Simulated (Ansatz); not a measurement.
Consider the ligand exchange at the Si–O bond: `[SiH3]OC1[SiH2]S1` + `N=C1C[SiH2]1` → `[SiH3]/N=C1\C[SiH2]1` + `OC1[SiH2]S1`.

Computed with Ansatz on PBE0-D4/def2-TZVP structures; ΔE is electronic, products minus reactants. CCSD(T)/CBS is the MP2 limit (def2-TZVPP, def2-QZVPP) plus CCSD(T) − MP2 in def2-TZVPP, frozen cores. DFT in def2-TZVPP. B3LYP here is the variant with VWN-RPA as its local correlation; programs differ in this. Each species was taken in one conformer, which may not be the lowest.

`[SiH3]OC1[SiH2]S1`:

```xyz
11

Si   -1.193   -1.367    0.458
O    -0.343   -0.118    1.127
C     0.824    0.348    0.534
Si    0.793    1.415   -0.996
S     1.232    2.110    0.925
H    -2.406   -1.529    1.288
H    -0.390   -2.619    0.460
H    -1.544   -1.039   -0.952
H     1.681   -0.296    0.731
H     1.875    1.349   -2.004
H    -0.528    1.745   -1.571
```

`N=C1C[SiH2]1`:

Cartesian coordinates in Å:
```
N -0.746 0.506 1.808
C -0.272 0.105 0.716
C 0.079 0.636 -0.654
Si 0.413 -1.198 -0.384
H -0.964 1.508 1.761
H 0.916 1.332 -0.700
H -0.758 0.943 -1.280
H -0.481 -2.183 -1.031
H 1.814 -1.648 -0.236
```

`[SiH3]/N=C1\C[SiH2]1`:

Cartesian coordinates in Å:
```
Si 0.713 1.907 0.981
N 0.843 0.920 -0.464
C 0.214 -0.155 -0.596
C -0.757 -1.016 0.179
Si -0.279 -1.683 -1.516
H 1.579 3.096 0.810
H 1.159 1.146 2.181
H -0.693 2.351 1.192
H -0.365 -1.487 1.081
H -1.751 -0.594 0.332
H -1.285 -1.629 -2.600
H 0.623 -2.855 -1.580
```

`OC1[SiH2]S1`:

```xyz
8

O    -0.187    1.576    0.517
C     0.463    0.452    0.051
Si   -0.552   -0.988   -0.508
S     0.599   -1.019    1.234
H     0.375    2.022    1.159
H     1.437    0.641   -0.398
H    -2.021   -0.881   -0.391
H    -0.114   -1.803   -1.664
```

```json
{"level": "r2SCAN-D4", "ΔE (kJ/mol)": "41.5", "difference from CCSD(T)/CBS": "-4.6"}
{"level": "B3LYP-D4", "ΔE (kJ/mol)": "43.9", "difference from CCSD(T)/CBS": "-2.2"}
{"level": "ωB97M-V", "ΔE (kJ/mol)": "45.5", "difference from CCSD(T)/CBS": "-0.6"}
{"level": "r2SCAN", "ΔE (kJ/mol)": "41.4", "difference from CCSD(T)/CBS": "-4.7"}
{"level": "B3LYP", "ΔE (kJ/mol)": "43.0", "difference from CCSD(T)/CBS": "-3.1"}
{"level": "HF/def2-TZVPP", "ΔE (kJ/mol)": "49.8", "difference from CCSD(T)/CBS": "3.7"}
{"level": "CCSD(T)/def2-TZVPP", "ΔE (kJ/mol)": "46.7", "difference from CCSD(T)/CBS": "0.6"}
{"level": "HF/def2-QZVPP", "ΔE (kJ/mol)": "50.6", "difference from CCSD(T)/CBS": "4.5"}
{"level": "MP2/CBS(def2)", "ΔE (kJ/mol)": "44.5", "difference from CCSD(T)/CBS": "-1.6"}
{"level": "CCSD/CBS(def2)", "ΔE (kJ/mol)": "47.7", "difference from CCSD(T)/CBS": "1.6"}
{"level": "CCSD(T)/CBS", "ΔE (kJ/mol)": "46.1", "difference from CCSD(T)/CBS": "0"}
```

Largest T1 diagnostic among the species: 0.014.

In def2-TZVPP, CCSD(T) changes the Hartree–Fock value by −3.1 kJ/mol (the triples alone add −1.6 kJ/mol) and MP2 by −4.7 kJ/mol.
